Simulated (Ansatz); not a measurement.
Spectroscopic constants of Cs2+, multiplicity 2 (lowest of 2S+1 = 2, 4 at CCSD(T)/def2-TZVPP on PBE0 minima; our sources give no spin for the ground state, which may be another). No spin–orbit coupling.

The constants come from a fifth-degree fit in 1/R (seven points, main isotopes). Runs in def2 and cc sets follow the lowest solution found near the PBE0 minimum.

Correlated levels freeze the inner cores; with def2 sets outer-core shells near the valence are correlated too.

Run with Ansatz (Gaussian basis) for Hartree–Fock, density functionals and correlated methods.  In def2 rows elements past Kr take small-core potentials, without spin–orbit coupling.

| level | r_e (Å) | ω_e (cm⁻¹) | ω_e x_e (cm⁻¹) |
|---|---|---|---|
| SVWN5/def2-TZVPP | 5.225 | 30 | 0.075 |
| B97M-V/def2-TZVPP | 5.434 | 23 | 0.15 |
| B3LYP/def2-TZVPP | 5.437 | 28 | 0.071 |
| BHLYP/def2-TZVPP | 5.455 | ___ | 0.057 |
| CAM-B3LYP/def2-TZVPP | 5.385 | 31 | 0.054 |
| B2PLYP/def2-TZVPP | 5.412 | 30 | 0.057 |
| CCSD/def2-TZVPP | 5.454 | 31 | 0.043 |
| CCSD(T)/def2-QZVPP | ___ | ___ | 0.040 |

### Question
Some entries are withheld; supply them.

### Answer

- CCSD(T)/def2-QZVPP, r_e (Å): 5.333
- CCSD(T)/def2-QZVPP, ω_e (cm⁻¹): 33
- BHLYP/def2-TZVPP, ω_e (cm⁻¹): 29

Ansatz is an electronic-structure program.
